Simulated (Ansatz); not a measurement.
One change: `O=COC(F)[SiH3]` becomes `FC([SiH3])O[SiH3]`.

Ansatz, PBE0-D4/def2-TZVP geometries, multiplicity 1. Each molecule was computed in one conformer, which needn't be the lowest.

```tsv
property	`O=COC(F)[SiH3]`
LUMO energy (ωB97M-V/def2-TZVPP) / eV	1.75
HOMO energy (B3LYP/def2-TZVPP) / eV	-8.47
LUMO energy (B3LYP/def2-TZVPP) / eV	-0.81
HOMO energy (PBE0/def2-TZVPP) / eV	-8.70
HOMO–LUMO gap (B3LYP/def2-TZVPP) / eV	7.65
size of the dipole moment (PBE/def2-TZVPP) / D	2.05
```

**Question.** Give the same properties after the change, and the shifts. (An estimate is asked.)

**Answer.** Computed: 
| property | `FC([SiH3])O[SiH3]` | shift |
| --- | --- | --- |
| LUMO energy (ωB97M-V/def2-TZVPP) / eV | 1.72 | -0.03 |
| HOMO energy (B3LYP/def2-TZVPP) / eV | -8.06 | 0.41 |
| LUMO energy (B3LYP/def2-TZVPP) / eV | -0.17 | 0.64 |
| HOMO energy (PBE0/def2-TZVPP) / eV | -8.26 | 0.44 |
| HOMO–LUMO gap (B3LYP/def2-TZVPP) / eV | 7.89 | 0.24 |
| size of the dipole moment (PBE/def2-TZVPP) / D | 1.13 | -0.92 |

With PBE0 the HOMO rises by 0.44 eV and the LUMO rises by 0.55 eV, so the gap widens by about 0.11 eV. PBE moves the HOMO by 0.28 eV and ωB97M-V by 0.49 eV. Dipoles are sizes alone; their direction can turn.

B3LYP here is the variant with VWN-RPA as its local correlation; programs differ in this.
